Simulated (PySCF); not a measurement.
5-phenyl-1,3-thiazole (C9H7NS), SMILES c1ccc(-c2cncs2)cc1.

Geometry optimised at PBE0-D3(BJ)/def2-SVP. The values are those of a single conformer.

Two levels are set side by side: PBE/def2-SVP (PySCF) and PBE0/def2-SVP (PySCF). Same geometry, gas phase. Differences are taken from unrounded values.

```csv
quantity,PBE0
orbital gap (eV),5.19
highest occupied level (eV),-6.59
lowest empty level (eV),-1.40
dipole moment (D),1.86
mean polarisability (bohr³),115.1
```

Task: What does PBE give, and how far is it from PBE0? (Estimate from the structure and the level; the computed values follow.)

Result: 
```tsv
quantity	PBE	PBE minus PBE0
orbital gap (eV)	3.48	-1.71
highest occupied level (eV)	-5.64	0.95
lowest empty level (eV)	-2.15	-0.76
dipole moment (D)	1.77	-0.09
mean polarisability (bohr³)	118.6	3.5
```

PBE's occupied levels lie high since its potential decays too fast outside the molecule; exact exchange lowers them and widens the gap. Loosely held outer electrons make PBE densities more polarisable. Differences between two approximate levels are no errors against the true value.

Rough cost on one machine, each run with all the roots and properties that it gave: PBE0 against PBE within a factor of 2.
